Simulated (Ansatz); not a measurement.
# Appearance energy of a fragment ion: SiH3(SnH3) → [SiH3]+ + SnH3 + e⁻

Species: SiH3(SnH3), singlet; [SiH3]+ `[SiH3+]`, singlet; SnH3 `[SnH3]`, doublet. 

Shapes, held fixed at every level: PBE0-D4/def2-TZVP. Programs: Ansatz 0.2.0. Electronic energies: no zero-point or thermal term.

```json
{"level": "r2SCAN0-D4/def2-TZVPP", "kind": "global hybrid", "ΔE (eV)": "+11.11", "less CCSD(T)/def2-TZVPP": "+0.13", "CPU time (sum over the molecules)": "20 s"}
{"level": "wB97M-V/def2-TZVPP", "kind": "range-separated hybrid", "ΔE (eV)": "+10.95", "less CCSD(T)/def2-TZVPP": "-0.03", "CPU time (sum over the molecules)": "47 s"}
{"level": "wB97X-V/def2-TZVPP", "kind": "range-separated hybrid", "ΔE (eV)": "+11.10", "less CCSD(T)/def2-TZVPP": "+0.12", "CPU time (sum over the molecules)": "34 s"}
{"level": "B2PLYP/def2-TZVPP", "kind": "double hybrid", "ΔE (eV)": "+10.87", "less CCSD(T)/def2-TZVPP": "-0.11", "CPU time (sum over the molecules)": "19 s"}
{"level": "MP2/def2-SVP", "kind": "perturbation theory", "ΔE (eV)": "+10.62", "less CCSD(T)/def2-TZVPP": "-0.36", "CPU time (sum over the molecules)": "–"}
{"level": "CCSD/def2-SVP", "kind": "coupled cluster or CI", "ΔE (eV)": "+10.61", "less CCSD(T)/def2-TZVPP": "-0.37", "CPU time (sum over the molecules)": "–"}
{"level": "CCSD(T)/def2-TZVPP", "kind": "coupled cluster or CI", "ΔE (eV)": "+10.98", "less CCSD(T)/def2-TZVPP": "0.00", "CPU time (sum over the molecules)": "2.6 min"}
```

The highest level, CCSD(T)/def2-TZVPP, gives ΔE = +10.98 eV; the levels span +10.61 to +11.11. The column of differences is taken from that level and isn't an error. No measured value is set beside it here. Open shells run unrestricted unless RO is named. For atoms past krypton def2 sets carry core potentials with scalar relativity. Correlated rows may include outer-core shells of Sn, which these sets cover unevenly. The onset seen in experiment also holds zero-point changes and kinetic shifts. Times are processor times on shared x86 and Arm servers, and rough.
